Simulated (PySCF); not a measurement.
A side-by-side comparison of computed properties.

First species: C₇H₁₃PSi.
Atom-mapped SMILES: `[CH3:1][CH2:2][P:3]1[CH:4]=[CH:5][CH:6]([SiH3:7])[CH:8]=[CH:9]1` (hydrogens: H10, H11, H12 on C1; H13, H14 on C2; H15 on C4; H16 on C5; H17 on C6; H18, H19, H20 on Si7; H21 on C8; H22 on C9)

Cartesian coordinates in Å at the GFN2-xTB level; atoms count from 1:
```xyz
22
C7H13PSi angstrom
C     -3.267    0.150    1.199
C     -2.423    0.392   -0.044
P     -0.635    0.743    0.393
C     -0.055   -0.953    0.665
C      1.088   -1.394    0.153
C      1.956   -0.587   -0.748
Si     3.147    0.491    0.311
C      1.162    0.296   -1.646
C      0.026    0.882   -1.289
H     -4.310   -0.007    0.930
H     -3.207    1.005    1.870
H     -2.920   -0.729    1.738
H     -2.469   -0.465   -0.722
H     -2.794    1.273   -0.577
H     -0.658   -1.575    1.313
H      1.433   -2.398    0.366
H      2.568   -1.261   -1.355
H      2.351    1.415    1.111
H      3.930   -0.412    1.158
H      4.034    1.208   -0.607
H      1.557    0.431   -2.646
H     -0.524    1.516   -1.972
```

Second species: C₅H₁₀O₂SSi.
SMILES: `CCS[C@@H]1C[Si@H]1C(=O)O`

Levels: PBE0/pcSseg-1 for dipole moment, HOMO energy, LUMO energy and HOMO–LUMO gap; GFN2-xTB for rotational constant A and rotational constant C. Geometries: GFN2-xTB. Each structure is a single optimised conformer of the isolated species, non-relativistic unless stated; the electronic structure was computed with PySCF and density fitting.

The conformers computed, where there is a choice (atom-mapped SMILES and torsion angles):
- `[CH3:1][CH2:2][P:3]1[CH:4]=[CH:5][CH:6]([SiH3:7])[CH:8]=[CH:9]1`: C1–C2–P3–C4 80°
- `[CH3:1][CH2:2][S:3][C@@H:4]1[CH2:5][Si@H:6]1[C:7](=[O:8])[OH:9]`: C1–C2–S3–C4 69°, C2–S3–C4–C5 145°, C5–Si6–C7–O8 -151°, H–O9–C7–Si6 -179°

Values for the first species:

| Item | Value |
| --- | --- |
| Dipole moment | 1.30 D |
| HOMO energy | -5.98 eV |
| LUMO energy | -0.09 eV |
| HOMO–LUMO gap | 5.89 eV |
| Rotational constant A | 2.606 GHz |
| Rotational constant C | 0.649 GHz |

Task: Estimate the same properties for the second species, and the change in each.

Result: 
```
             property      first     second  second less first
        dipole moment     1.30 D     1.37 D            +0.07 D
          HOMO energy   -5.98 eV   -6.26 eV           -0.28 eV
          LUMO energy   -0.09 eV   -1.12 eV           -1.03 eV
        HOMO–LUMO gap    5.89 eV    5.14 eV           -0.75 eV
rotational constant A  2.606 GHz  1.912 GHz         -0.694 GHz
rotational constant C  0.649 GHz  0.562 GHz         -0.087 GHz
```

On the first: The dipole equals about 4.3 × 10⁻³⁰ C·m (1 D = 3.33564 × 10⁻³⁰ C·m).

On the second: The dipole matches unit charges of opposite sign 0.29 Å apart (1 e·Å = 4.8032 D).
